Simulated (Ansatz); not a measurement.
```yaml
crystal:
  periodic: [false, false, false]
  atoms:
    - {symbol: N, position_ang: [0.007319, -1.235786, -1.699621]}
    - {symbol: C, position_ang: [0.734896, -0.734203, -0.783530]}
    - {symbol: Si, position_ang: [-0.058870, 0.657138, 0.209726]}
    - {symbol: N, position_ang: [-0.118537, 0.453597, 1.883226]}
    - {symbol: O, position_ang: [-1.553556, 0.774541, -0.410219]}
    - {symbol: F, position_ang: [0.860093, 1.936953, -0.044165]}
    - {symbol: H, position_ang: [0.477222, -1.984327, -2.211736]}
    - {symbol: H, position_ang: [1.755258, -1.095243, -0.591969]}
    - {symbol: H, position_ang: [-0.922845, 0.066953, 2.344630]}
    - {symbol: H, position_ang: [0.525826, 0.897470, 2.513157]}
    - {symbol: H, position_ang: [-1.641507, 0.205907, -1.188798]}
basis:
  gaussian: {orbitals: cc-pVTZ-DK}
total_charge: 1
magnetization: {spin_polarized: true, initial_magnetization: 1}
hamiltonian: {xc: {name: HF}}
correlation: {method: mp2, frozen_orbitals: {N: 9}}
scf: {lower_state_search: off}
```

```sh
$ ansatz run in.yaml --threads 4 --pin off --events-out ev --progress --plain --max-ram 10444MiB
```

It prints (some lines left out):

```
Functional definition: HF
Error: "frozen_orbitals" has no count for C
```

**Question.** What is wrong with this run?

**Answer.** Frozen orbitals are typed for one element alone, and the program wants a count for each. The program refused the input.
